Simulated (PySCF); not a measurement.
H₂MgO, SMILES [OH][MgH]. Atoms are numbered in the order given.

```xyz
4

Mg     0.0000     0.0000    -0.6891
H      0.0000     0.0000    -2.3736
O      0.0000     0.0000     1.0770
H      0.0000     0.0000     2.0267
```
Charge 0, spin multiplicity 1.

Geometry optimised at B3LYP-D3(BJ)/def2-TZVPD.

All values below come from CAM-B3LYP/def2-TZVPD in PySCF.

The molecule is in vacuum.

| Property | Value |
|---|---|
| total energy | -276.54245 hartree |
| point group | C∞v |
| highest occupied level | -9.44 eV |
| lowest empty level | -0.05 eV |
| orbital gap | 9.39 eV |
| dipole moment | 0.48 D |
| quadrupole, principal values (traceless, Buckingham form, about the centre of nuclear charge) | -6.71, 3.36, 3.36 D·Å |
| mean static polarisability | 32.2 bohr³ (4.77 Å³) |
| polarisability, principal values | 30.2, 30.2, 36.3 bohr³ |
